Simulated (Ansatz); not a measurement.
The same path of a periodic cell of 17 atoms, Mo16H (host Mo, host structure bcc, interstitial H) was run twice with different band settings. Lost on the way: Mo1–H17. Made: Mo6–H17.

Computed with Ansatz, DFT PBE, scalar-relativistic, plane waves, PAW. Settings: cutoff 420 eV, k mesh 3x3x3, gaussian smearing 0.1 eV, no spin polarisation.

Relaxed end points:

```xyz
17
Lattice="6.3000 0.0000 0.0000 0.0000 6.3000 0.0000 0.0000 0.0000 6.3000" Properties=species:S:1:pos:R:3
Mo -0.037 -0.056 -0.002
Mo 3.155 -0.003 -0.002
Mo -0.037 3.217 -0.002
Mo 0.001 -0.001 3.148
Mo 1.615 1.580 1.635
Mo 3.155 3.163 -0.002
Mo 3.169 -0.007 3.148
Mo 4.724 1.580 1.581
Mo 0.001 3.161 3.148
Mo 1.577 4.730 1.579
Mo 1.615 1.580 4.661
Mo 3.169 3.167 3.148
Mo 4.710 4.730 1.585
Mo 4.724 1.580 4.715
Mo 1.577 4.730 4.717
Mo 4.710 4.730 4.711
H 0.790 1.581 -0.002
```

```xyz
17
Lattice="6.3000 0.0000 0.0000 0.0000 6.3000 0.0000 0.0000 0.0000 6.3000" Properties=species:S:1:pos:R:3
Mo -0.010 0.000 0.004
Mo 3.156 0.000 0.004
Mo -0.063 3.192 0.004
Mo -0.014 -0.013 3.154
Mo 1.573 1.533 1.640
Mo 3.209 3.193 0.004
Mo 3.160 -0.013 3.154
Mo 4.723 1.572 1.585
Mo -0.008 3.154 3.154
Mo 1.573 4.726 1.587
Mo 1.573 1.533 4.668
Mo 3.154 3.154 3.154
Mo 4.723 4.739 1.591
Mo 4.723 1.572 4.723
Mo 1.573 4.726 4.721
Mo 4.723 4.739 4.717
H 1.573 2.363 0.004
```

Common settings: climbing image yes; end points relaxed.

| run | movable images | spring | optimiser | start path | force threshold | iteration limit |
| --- | --- | --- | --- | --- | --- | --- |
| 1 | 5 | 5.0 eV/Å² | quadratic models (default) | straight line | 0.03 eV/Å | 62 |
| 2 | 3 | 100.0 eV/Å² | fire | default | 0.05 eV/Å | 50 |

Question: What does each run give, and how far can it be trusted?

Answer: Run 1: converged after 4 iterations, highest image 0.171 eV above the first end. By the program's own check the climbing image is of a kind that is not told: the force calls were inconclusive, a negative curvature could not be distinguished from the path's own, the only one lies far off the path, or fixed occupations may fill a level only in part (lowest curvatures found: -2.56 and 5.05 eV/Å²).
Run 2: converged after 18 iterations, highest image 0.171 eV above the first end. The order of the stationary point at the top wasn't checked.
Limits of this set-up: coarse k mesh, odd electron count without spin, a small cell, in which the defect meets its images.
